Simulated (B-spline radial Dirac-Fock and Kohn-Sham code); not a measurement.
Elastic and transport cross sections of krypton for electrons

These are calculated numbers from a radial B-spline solver; the model is relativistic (Dirac) partial waves in the static field of the Dirac-Fock atom with Furness-McCarthy exchange, without polarisation or absorption potentials. Below a few hundred eV the neglected polarisation potential matters, most of all at small angles. σ_tr1 and σ_tr2 weight the cross section with 1 − P₁ and 1 − P₂ of cos θ; "backward" is the share scattered beyond 90°.

```
energy (eV)  σ (a₀²)  σ_tr1 (a₀²)  σ_tr2 (a₀²)  σ/σ_tr1  backward (%)
        205     14.4         5.69         5.97     2.54            20
        259     13.0         5.10         4.80     2.54            20
        264     12.8         5.05         4.71     2.54            20
        276     12.6         4.92         4.50     2.56            20
        280     12.5         4.88         4.44     2.57            19
        300     12.1         4.67         4.14     2.60            19
        309     12.0         4.57         4.01     2.62            19
        390     10.8         3.84         3.17     2.81            16
        430     10.3         3.53         2.89     2.92            15
        500        ?            ?            ?        ?             ?
        544     9.23         2.83         2.33     3.26            13
        561     9.09         2.74         2.27     3.31            13
        721     8.04         2.10         1.85     3.82            11
        753     7.86         2.00         1.79     3.92            10
        791     7.67         1.90         1.73     4.05            10
        960     6.94         1.51         1.49     4.59           8.8
       1000     6.79         1.44         1.44     4.72           8.5
       1210     6.14         1.14         1.24     5.40           7.3
       1500     5.46        0.862         1.03     6.34           6.1
       1520     5.42        0.847         1.02     6.40           6.0
```

Task: Fill in the row for 500 eV.

Result: σ = 9.61 a₀², σ_tr1 = 3.07 a₀², σ_tr2 = 2.51 a₀², σ/σ_tr1 = 3.13, backward 14 %. The ratio σ/σ_tr1 is roughly the number of elastic collisions that randomise the direction.
